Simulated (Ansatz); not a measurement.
Cost and result for the atomization energy of C2H8OSeSi (`CO[SiH](C)[SeH]`) (13 atoms, 12 bonds).

```tsv
atom	x (Å)	y (Å)	z (Å)
C1	0.345	0.198	2.036
O2	-0.656	0.299	1.050
Si3	-0.588	-0.514	-0.376
C4	0.865	0.042	-1.397
Se5	-2.553	-0.215	-1.472
H6	-0.003	0.717	2.930
H7	1.282	0.665	1.709
H8	0.550	-0.846	2.300
H9	-0.518	-1.980	-0.118
H10	0.906	-0.518	-2.334
H11	0.791	1.106	-1.634
H12	1.803	-0.123	-0.859
H13	-2.223	1.170	-1.833
```

Total charge 0; spin multiplicity 1. Correlated methods include outer-core shells of Se, which these sets cover unevenly. Scalar relativity is left out up to krypton. The geometry is a stationary point of PBE0-D4/def2-TZVP. It is one conformer, not always the lowest. Program: Ansatz. All runs use 2 threads of an AMD EPYC 7R13 on a shared host and a share of an NVIDIA H100 80 GB. Times are those of one run each, without the atoms' runs, and a repeat can differ threefold. Electronic energies, without spin–orbit coupling; frozen cores. CCSD(T)/CBS adds CCSD(T) − MP2 in def2-TZVPP to the MP2 limit, and its time is that of the two runs behind it. T1 = 0.010. With those shells the extrapolation isn't a true limit. HSE06 is the plane-wave form, built on full-range PBE exchange.

CCSD(T)/CBS is a level of theory with its own doubt, some kJ/mol a heavy atom from the limit and from the frozen cores, so smaller differences don't rank the functionals.

| level | functions | wall time |
| --- | --- | --- |
| revPBE-D4/def2-TZVPP | 295 | 4.5 s |
| CCSD(T)/def2-SVP | 132 | 5 s |
| PBE-QIDH/def2-TZVPP | 295 | 5 s |
| r2SCANh-D4/def2-TZVPP | 295 | 5.5 s |
| PBE-D4/def2-TZVPP (with forces) | 295 | 6 s |
| HSE06-D4/def2-TZVPP | 295 | 6 s |
| ωB97X-V/def2-TZVPP | 295 | 6.5 s |
| CAM-B3LYP-D4/def2-TZVPP | 295 | 7 s |
| BLYP-D4/def2-TZVPP | 295 | 7.5 s |
| PBE0-D4/def2-TZVPP | 295 | 7.5 s |
| CCSD(T)/def2-TZVPP | 295 | 8.5 s |
| MP2/def2-QZVPP | 570 | 9 s |
| CCSD(T)/CBS(def2) | – | 18 s |

Task: What atomization energy does each give, and how far from CCSD(T)/CBS? (Estimate.)

Result: The calculation gave: 
```json
{"level": "revPBE-D4/def2-TZVPP", "atomization (kcal/mol)": "1103.2", "difference from CCSD(T)/CBS": "-16.2", "per bond": "-1.3"}
{"level": "CCSD(T)/def2-SVP", "atomization (kcal/mol)": "1049.1", "difference from CCSD(T)/CBS": "-70.3", "per bond": "-5.9"}
{"level": "PBE-QIDH/def2-TZVPP", "atomization (kcal/mol)": "1107.4", "difference from CCSD(T)/CBS": "-12.0", "per bond": "-1.0"}
{"level": "r2SCANh-D4/def2-TZVPP", "atomization (kcal/mol)": "1112.9", "difference from CCSD(T)/CBS": "-6.5", "per bond": "-0.5"}
{"level": "PBE-D4/def2-TZVPP (with forces)", "atomization (kcal/mol)": "1127.7", "difference from CCSD(T)/CBS": "8.3", "per bond": "0.7"}
{"level": "HSE06-D4/def2-TZVPP", "atomization (kcal/mol)": "1114.0", "difference from CCSD(T)/CBS": "-5.4", "per bond": "-0.5"}
{"level": "ωB97X-V/def2-TZVPP", "atomization (kcal/mol)": "1119.6", "difference from CCSD(T)/CBS": "0.2", "per bond": "0.0"}
{"level": "CAM-B3LYP-D4/def2-TZVPP", "atomization (kcal/mol)": "1118.9", "difference from CCSD(T)/CBS": "-0.5", "per bond": "0.0"}
{"level": "BLYP-D4/def2-TZVPP", "atomization (kcal/mol)": "1109.1", "difference from CCSD(T)/CBS": "-10.3", "per bond": "-0.9"}
{"level": "PBE0-D4/def2-TZVPP", "atomization (kcal/mol)": "1113.4", "difference from CCSD(T)/CBS": "-6.0", "per bond": "-0.5"}
{"level": "CCSD(T)/def2-TZVPP", "atomization (kcal/mol)": "1090.0", "difference from CCSD(T)/CBS": "-29.4", "per bond": "-2.5"}
{"level": "MP2/def2-QZVPP", "atomization (kcal/mol)": "1118.3", "difference from CCSD(T)/CBS": "-1.1", "per bond": "-0.1"}
{"level": "CCSD(T)/CBS(def2)", "atomization (kcal/mol)": "1119.4", "difference from CCSD(T)/CBS": "0.0", "per bond": "0.0"}
```

From BLYP to BHLYP (50 % exact exchange), in def2-TZVPP and without D4, the atomization energy moves by −14.2 kcal/mol: exact exchange takes away binding that semilocal exchange gives to molecules. In def2-TZVPP, CCSD(T) changes the Hartree–Fock value by +267.9 kcal/mol (the triples alone add +14.4 kcal/mol) and MP2 by +278.8 kcal/mol; breaking electron pairs costs correlation energy, which Hartree–Fock lacks. Leaving LDA and LC-ωPBE aside and taking each functional with its dispersion term where it has one, the values, not all of them listed here, spread over 39.1 kcal/mol, from BHLYP-D4 to PBE-D4. LDA lies +145.2 kcal/mol from PBE without D4, its usual overbinding.

For some Ge, Se and Sn compounds the MP2-based and the directly extrapolated limit differ by 10 to 25 kJ/mol.
